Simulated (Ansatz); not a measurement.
Born–Oppenheimer molecular dynamics of ClFH₆W (9 atoms, charge 0, multiplicity 1). It starts at the highest image of a converged band. Of that band: A vibrational analysis at the climbing image gives one clearly imaginary mode, 272i cm⁻¹, and a faint second one (29i cm⁻¹) that may be numerical noise or a soft torsion: probably a first-order saddle point.

These are results of RKS revPBE-D4/def2-SVP in Ansatz 0.2.0, not measurements.

```json
{
 "ensemble": "NVE (velocity Verlet)",
 "time step": "0.5 fs",
 "steps asked": "200",
 "starting velocities drawn for": "300 K",
 "seed": "4624"
}
```

First frame:

```xyz
9
Properties=species:S:1:pos:R:3
W -0.126 0.720 -0.287
H 1.362 -0.040 3.739
H 0.847 -0.579 -0.774
F -1.694 1.678 -0.737
H -0.599 -0.470 0.821
H -0.882 -0.662 -0.869
H -0.190 0.298 -1.897
Cl 1.989 1.528 0.118
H 1.775 0.242 3.159
```

(1) How far do the bonds stretch over the last three quarters of this one trajectory? (Pairs bonded in most of those frames.)

Answers

(1) 
```csv
bond,mean (Å),spread (Å),shortest,longest
W1–H3,1.685,0.014,1.67,1.72
W1–F4,1.894,0.022,1.86,1.93
W1–H5,1.698,0.014,1.67,1.72
W1–H6,1.701,0.071,1.58,1.80
W1–H7,1.666,0.008,1.65,1.68
W1–Cl8,2.295,0.010,2.28,2.31
H2–H9,0.768,0.019,0.74,0.79
```

Mean temperature of the second half: 185 K. The conserved energy stayed within 0.15 meV per atom of its start (net change 0.045 meV per atom), so the integration is sound. A run of 0.1 ps of so small a system gives no equilibrium averages. The orbitals stay closed-shell, which can raise the energy where a bond breaks towards radicals; this wasn't checked here.

Run time: 6.9 min on 2 threads of Arm Neoverse V1, with other jobs on the host, peak memory 0.13 GiB.
